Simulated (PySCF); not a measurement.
C₂BrCl₃, SMILES ClC(Cl)=C(Cl)Br. Atoms are numbered in the order given.

```xyz
6

Cl     2.0222    -0.9720     0.0000
C      0.2964    -1.0025     0.0000
Cl    -0.4132    -2.5787     0.0000
C     -0.4566     0.1189     0.0000
Cl    -2.1809     0.0623     0.0000
Br     0.3052     1.8459     0.0000
```

Coordinates come from a B3LYP-D3(BJ)/def2-SVP optimisation.

Two levels are set side by side: PBE/pcSseg-1 (PySCF) and KT2/pcSseg-1 (PySCF). GIAO shifts against HCl (³⁵Cl), TMS (¹³C) at the same level; non-relativistic, no solvent, atoms listed together averaged. Without spin–orbit terms, shifts of atoms bonded to Cl or Br come out too high at both levels. Differences are taken from unrounded values.

```tsv
quantity	KT2	PBE	PBE minus KT2
δ(³⁵Cl) of Cl1, Cl3 (ppm)	379.6	393.1	13.5
δ(¹³C) of C2 (ppm)	134.2	141.8	7.5
δ(¹³C) of C4 (ppm)	131.6	140.0	8.3
δ(³⁵Cl) of Cl5 (ppm)	386.2	397.3	11.1
```

Rough cost on one machine, each run with all the roots and properties that it gave: KT2 against PBE within a factor of 2.
